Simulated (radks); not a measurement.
O2+, configuration [He] 2p4 (not the ground configuration). All-electron calculation, Dirac Kohn-Sham, exchange-only PBE, spin-unpolarised, spherical densities, finite nucleus; open shells fill j = l - 1/2 first; Fermi nuclear charge, rms radius 2.6991 fm. Program: a radial shooting solver on a logarithmic mesh with Libxc functionals.

Normalised radial functions P(r) = r R(r) (large component), r in bohr:

| r | 1s1/2 | 2p1/2 | 2p3/2 |
|---|---|---|---|
| 0.01419 | 0.5501 | 0.0035 | 0.0035 |
| 0.01733 | 0.6550 | 0.0052 | 0.0051 |
| 0.02117 | 0.7755 | 0.0076 | 0.0075 |
| 0.02607 | 0.9178 | 0.0113 | 0.0111 |
| 0.03184 | 1.0702 | 0.0164 | 0.0162 |
| 0.0392 | 1.2421 | 0.0241 | 0.0239 |
| 0.04788 | 1.4155 | 0.0347 | 0.0344 |
| 0.05848 | 1.5890 | 0.0497 | 0.0493 |
| 0.072 | 1.7575 | 0.0714 | 0.0709 |
| 0.08794 | 1.8932 | 0.1003 | 0.0997 |
| 0.1083 | 1.9876 | 0.1409 | 0.1401 |
| 0.1322 | 2.0147 | 0.1925 | 0.1917 |
| 0.1615 | 1.9630 | 0.2587 | 0.2577 |
| 0.1989 | 1.8164 | 0.3444 | 0.3434 |
| 0.2429 | 1.5897 | 0.4429 | 0.4418 |
| 0.2991 | 1.2851 | 0.5590 | 0.5578 |
| 0.3653 | 0.9613 | 0.6769 | 0.6757 |
| 0.4461 | 0.6496 | 0.7901 | 0.7890 |
| 0.5493 | 0.3796 | 0.8873 | 0.8864 |
| 0.6709 | 0.1947 | 0.9430 | 0.9424 |
| 0.826 | 0.0804 | 0.9437 | 0.9435 |
| 1.009 | 0.0275 | 0.8803 | 0.8804 |
| 1.232 | 0.0072 | 0.7579 | 0.7584 |
| 1.517 | 0.0013 | 0.5876 | 0.5882 |
| 1.853 | 0.0002 | 0.4118 | 0.4125 |
| 2.282 | 0.0000 | 0.2481 | 0.2486 |
| 2.787 | 0.0000 | 0.1294 | 0.1298 |
| 3.404 | 0.0000 | 0.0552 | 0.0554 |

1s1/2: eigenvalue -555.74 eV, 0 radial nodes, <r> = 0.199 bohr, 90 % of the charge inside 0.357 bohr. 2p1/2: eigenvalue -41.652 eV, 0 radial nodes, <r> = 1.02 bohr, 90 % of the charge inside 1.70 bohr. 2p3/2: eigenvalue -41.601 eV, 0 radial nodes, <r> = 1.02 bohr, 90 % of the charge inside 1.70 bohr.
